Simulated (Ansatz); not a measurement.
System: sum formula SiHF, net charge 0, triplet state. This is an excited triplet: at this geometry the singlet lies 1.43 eV lower at CCSD(T)/CBS(aug-cc-pV(T+d)Z,aug-cc-pV(Q+d)Z). 
Geometry from a B3LYP-D3(BJ)/def2-TZVP (Ansatz, a quantum-chemistry and plane-wave program) optimisation:
```xyz
3

Si    -0.2682    -0.3601     0.3719
H     -1.0297    -1.3680    -0.4262
F      0.5316     0.7121    -0.5311
```
Charge 0, spin multiplicity 3.

Basis-set convergence of Hartree-Fock and CCSD(T) correlation energies (hartree) with Ansatz. Valence correlation only, unless marked. UHF or UKS for open shells. Spin-orbit coupling is left out. No relativistic terms.

```json
[
 {"basis": "cc-pV(D+d)Z", "functions": "42", "E(HF)": "-388.91862", "E(corr, CCSD(T))": "-0.27134"},
 {"basis": "cc-pV(T+d)Z", "functions": "83", "E(HF)": "-388.97401", "E(corr, CCSD(T))": "-0.35553"},
 {"basis": "cc-pV(Q+d)Z", "functions": "149", "E(HF)": "-388.98808", "E(corr, CCSD(T))": "-0.38515"}
]
```

Extrapolating the two largest sets (X = 3 and 4) as X^-3: E(corr) = (64·(-0.38515) - 27·(-0.35553))/37 = -0.4068 Eh, an estimate of the basis-set limit. The largest set recovers 94.7 % of it, the smallest 66.7 %.
